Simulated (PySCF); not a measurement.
A thermochemical cycle for LiSe

MP2 in PySCF with def2-SVPD on every atom, for the lowest determinant that a PBE0 search found; no spin–orbit coupling. LiSe, a doublet (π ↑), has De = 2.71 eV to neutral atoms, and LiSe⁺, a triplet (π ↑↑), has De = 0.84 eV to Li⁺ + Se.

The adiabatic ionisation energy of LiSe, between the minima, is 7.11 eV.

**Question.** Which ionisation energy of the Li atom does this level give?

**Answer.** IE(Li) = IE(molecule) + De(ion) − De(neutral) = 7.11 + 0.84 − 2.71 = 5.24 eV; the measured value is 5.392 eV (NIST ASD).

Correlated steps freeze 9 core orbitals. Correlated levels converge slowly with the basis: in double zeta they bind strong bonds too weakly, by up to about 1 eV, and carry superposition errors of some tenths. Spin–orbit coupling is left out. For an ion De counts to the pair picked by the measured ionisation energies or electron affinities, which need not be the lowest pair at this level. States were picked by a PBE0 search and need not be the measured ground states.
